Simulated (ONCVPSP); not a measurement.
## Reading a pseudo-wave (V (Z = 23))

Columns: radius, all-electron u(r) and pseudo u(r) of the 3p shell (level -77.27 eV) of vanadium in the configuration [Ne] 3s2 3p6 3d2; LDA (Perdew-Wang 92), scalar-relativistic, ONCV scheme, ONCVPSP 4.0.1.

```csv
r (bohr),all-electron,pseudo
0.108,-0.4747,0.0459
0.215,-0.4989,0.1742
0.322,-0.1124,0.3640
0.430,0.3483,0.5842
0.538,0.7152,0.7932
0.645,0.9463,0.9544
0.752,1.0580,1.0485
0.860,1.0801,1.0731
0.968,1.0413,1.0390
1.075,0.9671,0.9667
1.182,0.8746,0.8745
1.290,0.7746,0.7745
1.398,0.6756,0.6756
1.505,0.5831,0.5830
1.612,0.4983,0.4983
1.720,0.4218,0.4218
1.828,0.3547,0.3546
1.935,0.2969,0.2969
2.042,0.2474,0.2473
2.150,0.2048,0.2048
2.258,0.1689,0.1689
2.365,0.1391,0.1391
2.472,0.1142,0.1141
2.580,0.0933,0.0933
2.688,0.0760,0.0760
2.795,0.0619,0.0619
```

Task: How many radial nodes do the two functions have?

Result: The all-electron 3p function has n − l − 1 = 1; the pseudo-wave has 0, since the states of the same l below it are removed with the core.

Task: At about which radius was the pseudo-wave matched?

Result: 1.20 bohr. The columns agree to 0.0005 from 1.07 bohr on; several derivatives are matched, so the curves merge somewhat inside the radius.

Task: Is the pseudo-wave norm-conserving?

Result: Yes: the ONCV scheme keeps the norm inside the radius equal to the all-electron one, which fixes the energy derivative of the logarithmic derivative at the level.
